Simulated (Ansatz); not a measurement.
La(N(SiH3)2)3 (LaSi₆N₃H₁₈), relaxed as a singlet with RKS PBE-D4/def2-SVP in Ansatz, starting from the GFN2-xTB geometry. Force threshold 0.03 eV/Å.

In the def2 sets La takes a core potential; there is no spin–orbit coupling. The relaxation made no stability test and no search for a lower SCF solution.

Start:

```tsv
atom	x (Å)	y (Å)	z (Å)
La1	-0.001	-0.007	-0.001
N2	-2.142	0.256	0.882
Si3	-3.430	-0.643	0.182
Si4	-2.338	1.316	2.222
H5	-4.061	-1.583	1.123
H6	-2.793	-1.415	-0.943
H7	-4.508	0.205	-0.349
H8	-3.300	2.400	1.969
H9	-0.968	1.903	2.452
H10	-2.792	0.633	3.444
N11	0.654	1.275	-1.833
Si12	0.444	0.606	-3.403
Si13	1.298	2.843	-1.544
H14	-0.477	1.383	-4.249
H15	-0.132	-0.767	-3.163
H16	1.702	0.487	-4.157
H17	2.678	2.999	-2.030
H18	1.273	2.999	-0.047
H19	0.510	3.920	-2.164
N20	1.483	-1.534	0.950
Si21	2.493	-0.991	2.232
Si22	1.532	-3.129	0.312
H23	2.287	-1.733	3.486
H24	2.118	0.455	2.432
H25	3.929	-1.086	1.922
H26	2.833	-3.479	-0.281
H27	0.470	-3.149	-0.757
H28	1.238	-4.165	1.315
```

| step | energy (eV) | largest force component (eV/Å) | SCF passes |
| --- | --- | --- | --- |
| 1 | -52845.4897 | 0.691 | 21 |
| 2 | -52845.7433 | 0.452 | 20 |
| 3 | -52845.8481 | 0.277 | 19 |
| 4 | -52845.9112 | 0.560 | 20 |
| 5 | -52845.9870 | 0.422 | 21 |
| 6 | -52846.0572 | 0.439 | 21 |
| 7 | -52846.0865 | 0.394 | 20 |
| 8 | -52846.1835 | 0.393 | 26 |
| 9 | -52846.2323 | 0.213 | 20 |
| 10 | -52846.2514 | 0.043 | 20 |
| 11 | -52846.2532 | 0.131 | 19 |
| 12 (rejected) | -52846.2529 | 0.175 | 19 |
| 13 | -52846.2568 | 0.032 | 20 |
| 14 | -52846.2594 | 0.009 | 19 |
| 15 | -52846.2611 | 0.066 | 20 |
| 16 | -52846.2617 | 0.033 | 22 |
| 17 | -52846.2622 | 0.003 | 22 |
| 18 | -52846.2626 | 0.017 | 19 |

Force components are those of the run's own axes.

End:

Cartesian coordinates in Å:
```
La -0.235 -0.515 -0.448
N -2.105 0.203 0.841
Si -3.397 -0.683 0.133
Si -2.066 1.321 2.176
H -4.076 -1.721 0.989
H -2.633 -1.488 -0.958
H -4.449 0.096 -0.614
H -2.862 2.579 1.920
H -0.623 1.720 2.383
H -2.571 0.719 3.465
N 0.638 1.256 -1.781
Si 0.483 0.622 -3.370
Si 1.202 2.797 -1.196
H -0.485 1.307 -4.300
H -0.154 -0.766 -3.069
H 1.750 0.316 -4.126
H 2.659 3.051 -1.501
H 1.037 2.792 0.307
H 0.413 3.962 -1.746
N 1.450 -1.521 0.904
Si 2.438 -0.705 2.085
Si 1.436 -3.148 0.353
H 2.234 -1.222 3.488
H 2.042 0.753 2.067
H 3.914 -0.790 1.779
H 2.664 -3.648 -0.363
H 0.328 -3.077 -0.737
H 0.971 -4.209 1.319
```

By distances, no bond broke or formed. The bond that changes most is La1–Si22, from 3.49 to 3.22 Å (atoms count from 1).

The force fell under the threshold at step 14, but the optimiser went on and released 0.003 eV more. No frequencies were taken in this run, so the end may be a saddle point.

It took 2 min on 4 threads of Arm Neoverse V1 on a shared host.
